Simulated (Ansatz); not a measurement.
**CCSD(T) forces**

CH₂BLiN (SMILES [Li][N]1B[CH]1), doublet, displaced at random from a GFN2-xTB minimum.

```
atom    x (Å)    y (Å)    z (Å)
 Li1  -1.5545  -1.7086  -0.4379
  N2  -0.3049  -0.5820   0.1207
  B3   0.9561   0.1734  -0.2204
  C4  -0.1122   0.7459   0.4350
  H5   1.9993  -0.0511  -0.7334
  H6  -0.9804   1.4725   0.8962
```

Ansatz 0.2.0; basis: def2-TZVPP; cores frozen in the correlated methods; orbitals are unrestricted. The outer core shell of Li, Na, Mg and K is correlated. B3LYP uses VWN-RPA correlation.

CCSD(T) forces from the calculation:
```csv
atom,Fx,Fy,Fz (eV/Å)
Li1,0.145,-0.075,0.152
N2,-0.073,-1.449,-0.901
B3,1.229,-1.202,-0.653
C4,-3.942,4.235,2.614
H5,0.000,0.183,0.000
H6,2.642,-1.692,-1.213
```

Problem. Which atom feels the largest CCSD(T) force, and how large is it?

Solution. C4, 6.35 eV/Å, along (-0.62, 0.67, 0.41).

Root-mean-square difference of the force components from those of CCSD(T): PBE0-D4 0.377; wB97M-V 0.260; r2SCAN-D4 0.500; PBE-D4 0.582; B3LYP-D4 0.472; BHLYP-D4 0.434 eV/Å.

No T1 diagnostic of these runs exceeds 0.023. ⟨S²⟩ of the unrestricted Hartree–Fock references: 0.79 (a pure state has 0.75). These are differences at one structure, and CCSD(T) in triple zeta is itself an approximation.

For scale, one of the runs: CCSD(T)/def2-TZVPP forces, 140 basis functions (an equivalent command: `ansatz run in.yaml --threads 4`). Hardware: 4 CPU threads, shared host. Wall time 2.6 min; peak host memory 3.6 GiB.
